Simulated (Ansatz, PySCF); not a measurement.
Reaction 2 R1 → P1 + P2, each structure at its B3LYP-D3(BJ)/def2-TZVP stationary point, reached from a drawn start (curvature not checked).
P1: BCl3 (SMILES ClB(Cl)Cl), charge 0, multiplicity 1.
R1, BCl2 (SMILES Cl[B]Cl) (charge 0, multiplicity 2):
```xyz
3

B     -0.2589    -0.4575     0.0000
Cl     1.4669    -0.5280     0.0000
Cl    -1.2081     0.9855     0.0000
```
P2, BCl (SMILES [B]Cl) (charge 0, multiplicity 1, Z-matrix in Å and degrees):
```
B
Cl 1 1.7216
```

P less R. No zero-point or thermal terms; singlets are restricted closed shells; open shells are unrestricted.

Correlated levels freeze the cores.

The values were computed with Ansatz (an electronic-structure program) with Gaussian orbitals; PySCF for the D3/D4 terms. All values are computed, each at the level named.

Q: Give the reaction energy at the level BHLYP-D4/def2-TZVPP.

A: -135 kJ/mol

Q: What reaction energy does CCSD(T)/cc-pV(Q+d)Z give?

A: -168 kJ/mol

Q: Estimate the reaction energy that wB97X-V/def2-TZVPP returns for this input.

A: -155 kJ/mol
